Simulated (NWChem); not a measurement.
System: C2H7B; SMILES CBC

The following NWChem deck was run.

```
start job
memory heap 200 mb stack 900 mb global 1100 mb
geometry units angstroms noautosym nocenter noautoz
  B      0.000000     0.000000    -0.532781
  H      0.000000     0.000000    -1.736907
  C     -1.386577     0.016427     0.202083
  H     -2.119106     0.676002    -0.280501
  H     -1.344007     0.243404     1.273574
  H     -1.808961    -0.999376     0.103443
  C      1.386577    -0.016427     0.202083
  H      1.808961     0.999376     0.103443
  H      2.119106    -0.676002    -0.280501
  H      1.344007    -0.243404     1.273574
end
basis spherical
  * library def2-svp
end
dft
  xc b3lyp
  iterations 150
end
property
  response 1 0.0773
end
task dft property
```

Excerpt of the output:

```
             Northwest Computational Chemistry Package (NWChem) 7.3.0
             --------------------------------------------------------

                             Geometry "geometry" -> ""
                             -------------------------

 Output coordinates in angstroms (scale by  1.889725989 to convert to a.u.)

  No.       Tag          Charge          X              Y              Z
 ---- ---------------- ---------- -------------- -------------- --------------
    1 B                    5.0000     0.00000000     0.00000000    -0.53278100
    2 H                    1.0000     0.00000000     0.00000000    -1.73690700
    3 C                    6.0000    -1.38657700     0.01642700     0.20208300
    4 H                    1.0000    -2.11910600     0.67600200    -0.28050100
    5 H                    1.0000    -1.34400700     0.24340400     1.27357400
    6 H                    1.0000    -1.80896100    -0.99937600     0.10344300
    7 C                    6.0000     1.38657700    -0.01642700     0.20208300
    8 H                    1.0000     1.80896100     0.99937600     0.10344300
    9 H                    1.0000     2.11910600    -0.67600200    -0.28050100
   10 H                    1.0000     1.34400700    -0.24340400     1.27357400

 Effective nuclear repulsion energy (a.u.)      66.4363863233

                              NWChem Property Module
                              ----------------------

                                 NWChem DFT Module
                                 -----------------

 Summary of "ao basis" -> "ao basis" (spherical)
 ------------------------------------------------------------------------------
       Tag                 Description            Shells   Functions and Types
 ---------------- ------------------------------  ------  ---------------------
 B                          def2-svp                 6       14   3s2p1d
 H                          def2-svp                 3        5   2s1p
 C                          def2-svp                 6       14   3s2p1d

            General Information
            -------------------
          SCF calculation type: DFT
          Wavefunction type:  closed shell.
          No. of atoms     :    10
          No. of electrons :    24
           Alpha electrons :    12
            Beta electrons :    12
          Charge           :     0
          Spin multiplicity:     1
          Use of symmetry is: off; symmetry adaption is: off
          Maximum number of iterations: 150
          AO basis - number of functions:    77
                     number of shells:    39
          Convergence on energy requested:  1.00D-06
          Convergence on density requested:  1.00D-05
          Convergence on gradient requested:  5.00D-04

              XC Information
              --------------
                         B3LYP Method XC Potential
                     Hartree-Fock (Exact) Exchange  0.200
                        Slater Exchange Functional  0.800 local
                    Becke 1988 Exchange Functional  0.720 non-local
              Lee-Yang-Parr Correlation Functional  0.810
                  VWN I RPA Correlation Functional  0.190 local

             Grid Information
             ----------------
          Grid used for XC integration:  medium
          Radial quadrature: Mura-Knowles
          Angular quadrature: Lebedev.
          Tag              B.-S. Rad. Rad. Pts. Rad. Cut. Ang. Pts.
          ---              ---------- --------- --------- ---------
          B                   0.85       49           8.0       434
          H                   0.35       45          11.0       434
          C                   0.70       49          10.0       434
          Grid pruning is: on
          Number of quadrature shells:   462
          Spatial weights used:  Erf1

      Superposition of Atomic Density Guess
      -------------------------------------

 Sum of atomic energies:        -103.24856878

      Non-variational initial energy
      ------------------------------

 Total energy =    -105.104024
 1-e energy   =    -267.239874
 2-e energy   =      95.699463
 HOMO         =      -0.374480
 LUMO         =      -0.011621

   convergence    iter        energy       DeltaE   RMS-Dens  Diis-err
 ---------------- ----- ----------------- --------- --------- ---------
 d= 0,ls=0.0,diis     1   -105.1713237462 -1.72D+02  7.50D-03  2.28D-01
 d= 0,ls=0.0,diis     2   -105.1972685629 -2.59D-02  2.63D-03  4.53D-02
 d= 0,ls=0.0,diis     3   -105.2008724113 -3.60D-03  1.16D-03  1.61D-02
 d= 0,ls=0.0,diis     4   -105.2030022819 -2.13D-03  1.03D-04  5.38D-05
 d= 0,ls=0.0,diis     5   -105.2030107150 -8.43D-06  2.25D-05  2.24D-06
 d= 0,ls=0.0,diis     6   -105.2030110525 -3.38D-07  5.34D-06  2.58D-07

         Total DFT energy =     -105.203011052504
      One electron energy =     -270.851202031578
           Coulomb energy =      116.709584795298
    Exchange-Corr. energy =      -17.497780139521
 Nuclear repulsion energy =       66.436386323297

 Numeric. integr. density =       24.000007732278

                       DFT Final Molecular Orbital Analysis
                       ------------------------------------

 Vector   10  Occ=2.000000D+00  E=-3.835375D-01
              MO Center=  9.4D-08,  6.2D-09,  1.3D-01, r^2= 3.9D+00
   Bfn.  Coefficient  Atom+Function         Bfn.  Coefficient  Atom+Function
  ----- ------------  ---------------      ----- ------------  ---------------
    24      0.308025   3 C  py               53     -0.308025   7 C  py
    44     -0.265028   6 H  s                63     -0.265028   8 H  s
    34      0.163108   4 H  s                68      0.163108   9 H  s
    27      0.130717   3 C  py               56     -0.130718   7 C  py
    45     -0.122792   6 H  s                64     -0.122792   8 H  s

 Vector   11  Occ=2.000000D+00  E=-3.167811D-01
              MO Center= -2.5D-09, -9.2D-09, -4.9D-02, r^2= 2.7D+00
   Bfn.  Coefficient  Atom+Function         Bfn.  Coefficient  Atom+Function
  ----- ------------  ---------------      ----- ------------  ---------------
     4      0.385303   1 B  px               23      0.340126   3 C  px
    52      0.340126   7 C  px               26      0.156435   3 C  px
    55      0.156435   7 C  px               34     -0.145528   4 H  s
    68      0.145528   9 H  s                 7     -0.108783   1 B  px
    44     -0.102262   6 H  s                63      0.102262   8 H  s

 Vector   12  Occ=2.000000D+00  E=-3.076953D-01
              MO Center=  3.1D-08, -5.6D-11, -5.4D-01, r^2= 2.7D+00
   Bfn.  Coefficient  Atom+Function         Bfn.  Coefficient  Atom+Function
  ----- ------------  ---------------      ----- ------------  ---------------
     6      0.369060   1 B  pz               15      0.342026   2 H  s
    16      0.216365   2 H  s                25      0.197967   3 C  pz
    54      0.197967   7 C  pz               39      0.167159   5 H  s
    73      0.167159  10 H  s                40      0.121688   5 H  s
    74      0.121688  10 H  s                23     -0.117337   3 C  px

 Vector   13  Occ=0.000000D+00  E=-2.774736D-02
              MO Center=  3.1D-09, -1.1D-08, -4.9D-01, r^2= 2.6D+00
   Bfn.  Coefficient  Atom+Function         Bfn.  Coefficient  Atom+Function
  ----- ------------  ---------------      ----- ------------  ---------------
     8      0.676846   1 B  py                5     -0.541269   1 B  py
    45      0.282381   6 H  s                64     -0.282381   8 H  s
    35     -0.174331   4 H  s                69      0.174331   9 H  s
    44      0.156786   6 H  s                63     -0.156786   8 H  s
    34     -0.106256   4 H  s                68      0.106256   9 H  s

 Vector   14  Occ=0.000000D+00  E= 6.303554D-02
              MO Center= -3.3D-07, -2.5D-08,  3.1D-01, r^2= 7.2D+00
   Bfn.  Coefficient  Atom+Function         Bfn.  Coefficient  Atom+Function
  ----- ------------  ---------------      ----- ------------  ---------------
    22      2.049383   3 C  s                51      2.049383   7 C  s
     3     -1.227094   1 B  s                45     -0.812328   6 H  s
    64     -0.812328   8 H  s                35     -0.696833   4 H  s
    69     -0.696833   9 H  s                40     -0.613365   5 H  s
    74     -0.613364  10 H  s                 9     -0.326381   1 B  pz

 Vector   15  Occ=0.000000D+00  E= 9.486471D-02
              MO Center=  3.6D-07,  1.3D-07, -8.7D-03, r^2= 8.2D+00
   Bfn.  Coefficient  Atom+Function         Bfn.  Coefficient  Atom+Function
  ----- ------------  ---------------      ----- ------------  ---------------
    22      2.175989   3 C  s                51     -2.175989   7 C  s
    45     -0.911260   6 H  s                64      0.911260   8 H  s
    35     -0.787383   4 H  s                69      0.787383   9 H  s
     7      0.759074   1 B  px               40     -0.695234   5 H  s
    74      0.695234  10 H  s                26     -0.213778   3 C  px

     Multipole analysis of the density
     ---------------------------------

     L   x y z        total         alpha         beta         nuclear
     -   - - -        -----         -----         ----         -------
     0   0 0 0     -0.000000    -12.000000    -12.000000     24.000000

[...]

 DFT Linear Response polarizability / au
 Frequency  =       0.0773000 / au
 Wavelength =     589.4353558 / nm
              X              Y              Z
 -----------------------------------------------
 X      43.2562994      0.3520258      0.0000001
 Y       0.3520277     30.4897690      0.0000000
 Z       0.0000001      0.0000000     36.5723747
 -----------------------------------------------
 Eigenvalues =      43.2659989     30.4800695     36.5723747
 Isotropic   =      36.7728144
 Anisotropic =      11.0770207
 -----------------------------------------------

 Magnetic Dipole Response Matrix (nonzero elements):
```

Level: B3LYP/def2-SVP. Coordinates come from a B3LYP/6-31G* (spherical d) optimisation. B3LYP is NWChem's, with the RPA form of VWN correlation.
